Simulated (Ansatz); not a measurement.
Computed with Ansatz on PBE0-D4/def2-TZVP structures; ΔE is electronic, products minus reactants. CCSD(T)/CBS adds triple-zeta CCSD(T) − MP2 to the extrapolated MP2 energy (def2 sets, frozen cores). This one scheme is used for every species. Functionals use def2-TZVPP. One conformer a species, not always the lowest.

Reaction (hydrogenolysis of a C–F bond): `CC(F)(F)OCF` + H₂ → `CC(F)OCF` + H–F

| species | BHLYP energy (Eh) |
| --- | --- |
| `CC(F)(F)OCF` | -492.08687 |
| H₂ | -1.17003 |
| `CC(F)OCF` | -392.82352 |
| H–F | -100.45182 |

Q: Work out ΔE.

A: ΔE = (-392.82352) + (-100.45182) − (-492.08687) − (-1.17003) = -0.01844 Eh = -48.4 kJ/mol. CCSD(T)/CBS gives -54.4 kJ/mol.

Largest T1 diagnostic among the species: 0.012.

From r2SCAN to r2SCAN0 (25 % exact exchange), in def2-TZVPP and without D4, ΔE moves by −5.8 kJ/mol. At CCSD(T), def2-SVP lies +28.6 kJ/mol from the extrapolated value and def2-TZVPP +5.0 kJ/mol. The D4 term adds +3.2 kJ/mol with B3LYP and +1.7 kJ/mol with PBE0; it sums over pairs of atoms, weighted by their polarisabilities, and B3LYP, whose exchange is more repulsive, gets the larger term.

B3LYP here is the variant with VWN-RPA as its local correlation; programs differ in this.
